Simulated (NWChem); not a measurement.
# CH₇BO₂Si; SMILES B(O[SiH3])(O)C

```xyz
12

B      0.0341     0.9385     0.0007
C     -0.8462     2.2498    -0.0007
H     -1.9208     2.0230     0.0072
H     -0.6344     2.8680    -0.8896
H     -0.6232     2.8792     0.8774
O      1.4001     0.9698     0.0003
H      1.7538     1.8630    -0.0008
O     -0.5647    -0.2860     0.0018
Si    -0.0435    -1.8738    -0.0005
H      1.4436    -1.9801    -0.0277
H     -0.6159    -2.5452    -1.2028
H     -0.5711    -2.5362     1.2272
```
Atoms are numbered in this order, from 1.

Results from NWChem. Pople sets run with spherical d functions. Geometry: optimised at PBE0/def2-SVP. No frequency run checked for a minimum. Total energies compare along this basis series because the functional is fixed.

```
level            basis functions  energy (Ha)  highest occupied level (eV)  orbital gap (eV)  dipole (D)  relative time
---------------  ---------------  -----------  ---------------------------  ----------------  ----------  -------------
TPSS/STO-3G                   36    -501.0847                        -3.35              7.55        0.91              1
TPSS/3-21G                    63    -504.5728                        -6.83              7.37        1.64              1
TPSS/6-31G*                   88    -507.2759                        -7.11              7.25        1.58              2
TPSS/6-31+G*                 108    -507.2894                        -7.39              6.66        1.57              6
TPSS/6-311G**                140    -507.3767                        -7.30              7.10        1.48              6
TPSS/6-311++G**              167    -507.3827                        -7.42              6.66        1.48             10
```

Times are rough ratios from one shared machine.
